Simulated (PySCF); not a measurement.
Bonds (- single, = double, # triple, : aromatic): C1-C2, C2=O3, C2-N4, N4-C5, C5-C6, C5-C7, C5-C8. C1 carries H9, H10, H11; N4 carries H12; C6 carries H13, H14, H15; C7 carries H16, H17, H18; C8 carries H19, H20, H21.

GIAO shifts from PySCF 2.14.0 with density-fitted response routines on PBE0-D3(BJ)/def2-SVP geometries (one conformer, non-relativistic, equivalent nuclei averaged), against TMS at the same level and in the same medium; PCM means IEF-PCM chloroform.

Measured (solution, not stated per compound (mostly CDCl3 or CCl4); Pretsch, Buehlmann, Badertscher, Structure Determination of Organic Compounds, 4th ed. (2009)): C5 49.9, C6/C7/C8 28.6, H13/H14/H15/H16/H17/H18/H19/H20/H21 1.28 ppm.

Problem. Which unscaled values do CAM-B3LYP/pcSseg-1, gas; PBE0/pcSseg-1, PCM; WP04/pcSseg-1, PCM; wB97X-D/pcSseg-1, PCM give, and how close are they?

Solution. 
```csv
atoms,measured,"CAM-B3LYP/pcSseg-1, gas","PBE0/pcSseg-1, PCM","WP04/pcSseg-1, PCM","wB97X-D/pcSseg-1, PCM"
C5,49.9,50.2,50.8,56.4,50.5
C6/C7/C8,28.6,29.7,29.3,29.0,29.7
H13/H14/H15/H16/H17/H18/H19/H20/H21,1.28,1.32,1.31,1.29,1.31
```

Mean absolute error for 13C: CAM-B3LYP/pcSseg-1, gas 0.7, PBE0/pcSseg-1, PCM 0.8, WP04/pcSseg-1, PCM 3.4, wB97X-D/pcSseg-1, PCM 0.8 ppm.

Mean absolute error for 1H: CAM-B3LYP/pcSseg-1, gas 0.04, PBE0/pcSseg-1, PCM 0.03, WP04/pcSseg-1, PCM 0.01, wB97X-D/pcSseg-1, PCM 0.03 ppm.

Hydrogen bonding in solution deshields acid and N–H amide carbonyl carbons by as much as 10 ppm beyond these values.
